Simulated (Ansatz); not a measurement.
Stepwise reaction of `O[Si](F)([SiH3])[SiH3]` with hydrogen, as a gas-phase model of exchange steps in deposition or etching. ΔE in kJ/mol; ΔG adds harmonic PBE0-D4 terms to CCSD(T)/CBS, at 1 bar.

Program: Ansatz. Geometries: PBE0-D4/def2-TZVP. ΔE: electronic, gas phase. CCSD(T)/CBS is the MP2 limit (def2-TZVPP, def2-QZVPP) plus CCSD(T) − MP2 in def2-TZVPP, frozen cores. This one scheme is used for every species. Functionals use def2-TZVPP. B3LYP here is the variant with VWN-RPA as its local correlation; programs differ in this. Each species was taken in one conformer, which may not be the lowest.

```
step                                    reaction  PBE-D4  B3LYP-D4  ωB97M-V  CCSD(T)/CBS  ΔG(400 K)
   2  `O[SiH](F)[SiH3]` + H₂ → `O[SiH2]F` + SiH₄   -14.7     -29.5    -34.9        -31.4      -28.6
```

Problem. Give the row of step 1, `O[Si](F)([SiH3])[SiH3]` + H₂ → `O[SiH](F)[SiH3]` + SiH₄. (Estimate.)

Solution. Computed: 
```
step                                                  reaction  PBE-D4  B3LYP-D4  ωB97M-V  CCSD(T)/CBS  ΔG(400 K)
   1  `O[Si](F)([SiH3])[SiH3]` + H₂ → `O[SiH](F)[SiH3]` + SiH₄    -9.5     -25.3    -31.7        -28.0      -25.4
```

Problem. By hand: ΔE of the 2 steps together at CCSD(T)/CBS.

Solution. (-28.0) + (-31.4) = -59.4 kJ/mol, or -29.7 kJ/mol a step.

In ΔE the steps differ by no more than 3.4 kJ/mol. All are downhill at CCSD(T)/CBS. ΔG lies between -28.6 and -25.4 kJ/mol a step. PBE-D4 differs from CCSD(T)/CBS by 16.7 to 18.5 kJ/mol a step. Only this route is followed, and other bonds may react first. Isolated molecules leave out the surface, adducts and barriers. Largest T1 diagnostic: 0.013.
